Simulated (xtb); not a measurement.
H₄AsSi, doublet, geometry from GFN2-xTB; GFN0-xTB (xtb 6.7.1).

The xtb input:
```
$ xtb mol.xyz --gfn 0 --uhf 1 --json

# file mol.xyz
6

Si    -1.40329534    -0.53462063     0.03897477
As     0.72861432     0.32423351    -0.02335434
H     -1.67313328    -1.31833068     1.25215617
H     -2.36838393     0.56910308     0.00592110
H     -1.70511391    -1.41474898    -1.09857261
H      1.34849332    -1.05104054     0.06554169
```

Problem. Predict the main parts of the log of this xtb run.

Solution. 
```
   ID    Z sym.   atoms
    1   14 Si     1
    2   33 As     2
    3    1 H      3-6

           -------------------------------------------------
          |                Calculation Setup                |
           -------------------------------------------------

           -------------------------------------------------
          |                 G F N 0 - x T B                 |
           -------------------------------------------------

          ...................................................
          :                      SETUP                      :
          :.................................................:
          :  # basis functions                  28          :
          :  # atomic orbitals                  26          :
          :  # shells                           14          :
          :  # electrons                        13          :
          :  electronic temp.          300.0000000     K    :
          :  accuracy                    1.0000000          :
          :  -> integral cutoff          0.2500000E+02      :
          :  -> integral neglect         0.1000000E-07      :
          ...................................................

         :::::::::::::::::::::::::::::::::::::::::::::::::::::
         ::                     SUMMARY                     ::
         :::::::::::::::::::::::::::::::::::::::::::::::::::::
         :: total energy              -6.496148722195 Eh    ::
         :: gradient norm              0.010867544454 Eh/a0 ::
         :: HOMO-LUMO gap              3.566292504054 eV    ::
         ::.................................................::
         :: H0 energy                 -6.508160909883 Eh    ::
         :: repulsion energy           0.045587624377 Eh    ::
         :: electrostat energy        -0.032550205151 Eh    ::
         :: -> Gsolv                   0.000000000000 Eh    ::
         ::    -> Gsasa                0.000000000000 Eh    ::
         ::    -> Gshift               0.000000000000 Eh    ::
         :: dispersion energy         -0.001025231539 Eh    ::
         :: short-range corr.          0.000000000000 Eh    ::
         :: add. restraining           0.000000000000 Eh    ::
         :: total charge               0.000000000000 e     ::
         :::::::::::::::::::::::::::::::::::::::::::::::::::::

           -------------------------------------------------
          |                Property Printout                |
[...]
        14                         -0.1026807              -2.7941
        15                         -0.0715891              -1.9480
        16                         -0.0710545              -1.9335
        17                         -0.0474248              -1.2905
        18                         -0.0141696              -0.3856
       ...                                ...                  ...
        26                          1.4223424              38.7039
      -------------------------------------------------------------
                  HL-Gap            0.1310588 Eh            3.5663 eV
             Fermi-level            0.0000000 Eh            0.0000 eV

     #   Z          covCN         q      C6AA      α(0)
     1  14 Si       3.680     0.445   139.379    21.831
     2  33 As       1.899    -0.135   259.838    29.955
     3   1 H        0.917    -0.111     5.963     3.819
     4   1 H        0.917    -0.109     5.905     3.800
     5   1 H        0.917    -0.111     5.959     3.818
     6   1 H        0.971     0.022     2.700     2.568

 Mol. C6AA /au·bohr⁶  :       1354.272778
 Mol. C8AA /au·bohr⁸  :      74048.528304
 Mol. α(0) /au        :         65.791025

Wiberg/Mayer (AO) data.
largest (>0.10) Wiberg bond orders for each atom

 ---------------------------------------------------------------------------
     #   Z sym  total        # sym  WBO       # sym  WBO       # sym  WBO
 ---------------------------------------------------------------------------
     1  14 Si   3.822 --     2 As   1.174     4 H    0.867     3 H    0.866
                             5 H    0.866
     2  33 As   2.220 --     1 Si   1.174     6 H    0.933
     3   1 H    0.908 --     1 Si   0.866
     4   1 H    0.906 --     1 Si   0.867
     5   1 H    0.908 --     1 Si   0.866
     6   1 H    0.980 --     2 As   0.933
 ---------------------------------------------------------------------------

Topologies differ in total number of bonds
Writing topology from bond orders to xtbtopo.mol

 dipole moment from electron density (au)
     X       Y       Z
   0.1513   0.1266  -0.0098  total (Debye):    0.502

           -------------------------------------------------
          | TOTAL ENERGY               -6.496148722195 Eh   |
          | GRADIENT NORM               0.010867544454 Eh/α |
          | HOMO-LUMO GAP               3.566292504054 eV   |
           -------------------------------------------------

normal termination of xtb
```
